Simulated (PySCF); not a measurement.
**Rhodium: a sound run and one with changed settings**

Sound run: Rh²⁺ [Kr] 4d7, Rh³⁺ [Kr] 4d6. Calculation: PySCF 2.14, in def2-SVP with the def2 core potential (28 electrons) (5s3p2d1f, 31 functions); scalar relativity through the core potential. The sound run starts from symmetry-adapted Hartree-Fock orbitals and uses a fine grid where one is needed.

Changed run: 6 angular points. This setting is unsound on purpose.

| species | method | sound run (hartree) | changed run (hartree) | converged |
| --- | --- | --- | --- | --- |
| Rh²⁺ | UHF | -108.88738 | -108.88738 | yes |
| Rh²⁺ | M06-2X | -109.42187 | -109.96023 | yes |
| Rh²⁺ | r2SCAN | -109.54047 | -114.61070 | yes |
| Rh³⁺ | UHF | -107.78273 | -107.78273 | yes |
| Rh³⁺ | M06-2X | -108.24850 | -108.26913 | yes |
| Rh³⁺ | r2SCAN | -108.38441 | -111.49095 | yes |

Ionisation energy of Rh²⁺:

```
method  sound run (eV)  changed run (eV)
   UHF          30.059            30.059
M06-2X          31.929            46.017
```

A coarse angular grid integrates products of high-l functions wrongly, so density functionals can shift, and the SCF can exploit the error; Hartree-Fock and MP2 need no grid.

For comparison, NIST gives 31.06 eV between the lowest levels.
